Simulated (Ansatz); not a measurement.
Consider the substitution at a C–O bond: `[F][SnH]([F])[O]C(F)(F)F` + HCl → `FC(F)(F)Cl` + `[OH][SnH]([F])[F]`.

Computed with Ansatz on PBE0-D4/def2-TZVP structures; ΔE is electronic, products minus reactants. CCSD(T)/CBS adds triple-zeta CCSD(T) − MP2 to the extrapolated MP2 energy (def2 sets, frozen cores). This one scheme is used for every species. Functionals use def2-TZVPP. B3LYP here is the variant with VWN-RPA as its local correlation; programs differ in this. Elements past krypton have def2 core potentials. For Sn outer-core shells are correlated without core-valence functions, which leaves a few kJ/mol of doubt a bond. One conformer a species, not always the lowest.

```tsv
level	ΔE (kcal/mol)
PBE0	10.2
B3LYP	9.9
HF/def2-TZVPP	16.3
CCSD(T)/def2-TZVPP	12.7
```

Question: What does CCSD(T)/CBS give? (Best estimate.)

Answer: Computed: +11.5 kcal/mol. The listed levels differ from it by -1.3, -1.6, 4.8, 1.2 kcal/mol.

Largest T1 diagnostic among the species: 0.015.

The D4 term adds +1.1 kcal/mol with B3LYP and +0.7 kcal/mol with PBE0; it sums over pairs of atoms, weighted by their polarisabilities, and B3LYP, whose exchange is more repulsive, gets the larger term. In def2-TZVPP, CCSD(T) changes the Hartree–Fock value by −3.6 kcal/mol (the triples alone add −0.7 kcal/mol) and MP2 by −5.1 kcal/mol.
